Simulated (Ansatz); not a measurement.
The cluster Cu₄Os (the lowest singlet isomer of a short search) was relaxed with B3LYP-D4 (def2-SVP) in Ansatz in these states: charge +1 doublet, neutral quintet, neutral triplet. The geometries follow in no particular order.

In the def2 sets Os takes a core potential; there is no spin–orbit coupling.

A:

```xyz
5

Os    0.2032    0.7599    0.5011
Cu    0.3845   -1.6909    0.2395
Cu   -1.4121    1.8941   -0.9990
Cu   -1.4770   -0.5186   -0.7836
Cu    2.3014   -0.4446    1.0420
```

B:

```xyz
5

Os    0.229    0.843    0.565
Cu   -1.217   -0.355   -1.185
Cu    2.236   -0.509    1.103
Cu    0.961   -1.204   -0.800
Cu   -2.208    1.225    0.317
```

C:

```xyz
5

Os   -0.814    0.764    0.377
Cu    0.576    0.374   -1.641
Cu    0.124   -0.741    2.058
Cu    1.638    0.426    0.548
Cu   -1.525   -0.821   -1.342
```

Question: Judge from the bond lengths which geometry belongs to which state (an estimate).

Answer: A is the neutral triplet (Os1–Cu4 2.471 Å, Os1–Cu2 2.471 Å, Cu2–Cu4 2.426 Å); B is the neutral quintet (Os1–Cu4 2.567 Å, Os1–Cu2 2.567 Å, Cu2–Cu4 2.369 Å); C is the charge +1 doublet (Os1–Cu4 2.481 Å, Os1–Cu2 2.481 Å, Cu2–Cu4 2.434 Å).

At B3LYP-D4/def2-SVP the charge 0 triplet is spin-contaminated (final ⟨S²⟩ up to 2.20, 2.00 for a pure state). At B3LYP-D4/def2-SVP the relaxed charge 1 doublet is spin-contaminated (final ⟨S²⟩ up to 0.89, 0.75 for a pure state). At PBE0-D4/def2-TZVP a quintet lies 0.12 eV below the neutral triplet. These are the stationary points nearest to one start from a short search; other shapes may lie lower in each state.
